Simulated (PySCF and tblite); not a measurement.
Results of a calculation; reference values are marked as such.
System: C2H11OPSi3, numbered as in [CH3:1][C@@H:2]1[SiH2:3][O:4][SiH2:5][PH:6][SiH2:7]1.

Motion: pyramidal inversion at P6. GFN2-xTB gives an electronic barrier of 16.4 kcal/mol and a reaction energy of 0.7 kcal/mol.

Task: What does revPBE/pcSseg-1 + D3(BJ) give on GFN2-xTB geometries?

Result: A barrier of 17.1 kcal/mol, 0.6 above the tight-binding barrier (from unrounded values), a reaction energy of -1.3 kcal/mol and, with GFN2-xTB thermal terms, ΔG‡(298 K) = 16.5 kcal/mol and k = 5.2 s⁻¹ (1 equivalent path).

Programs: tblite and PySCF.
